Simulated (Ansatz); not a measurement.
FeBr3⁺. Charge 1, multiplicity 5. Geometry r2SCAN-D4/def2-SVP, that of the neutral sextet; atoms count from 1.

Cartesian coordinates in Å:
```
Fe 0.003 -0.006 0.001
Br 1.133 0.168 -1.973
Br 0.896 0.872 1.908
Br -2.032 -1.034 0.064
```

The charge 1 quintet is spin-contaminated (final ⟨S²⟩ up to 6.55, 6.00 for a pure state). At PBE0-D4/def2-TZVP a septet of charge 1 lies 0.25 eV below the quintet at the same geometry.

(1) Estimate the Mulliken populations from the PBE0/def2-TZVP orbitals of Ansatz.

(2) Where does the spin sit?

(3) And the Mayer bond orders between heavy atoms (over 0.3)?

## Answers

(1) 
```tsv
atom	charge (e)	spin (α − β)	d electrons
Fe1	0.72	3.86	6.18
Br2	0.06	0.26	–
Br3	0.16	-0.38	–
Br4	0.06	0.26	–
```
Mulliken values depend strongly on the basis.

(2) Summed by element: Fe 3.86, Br 0.14, of 4 unpaired in all. Largest on single atoms: Fe1 3.86, Br3 -0.38, Br2 0.26.

(3) Fe1–Br2 1.33 (2.28 Å); Fe1–Br3 1.08 (2.28 Å); Fe1–Br4 1.33 (2.28 Å).
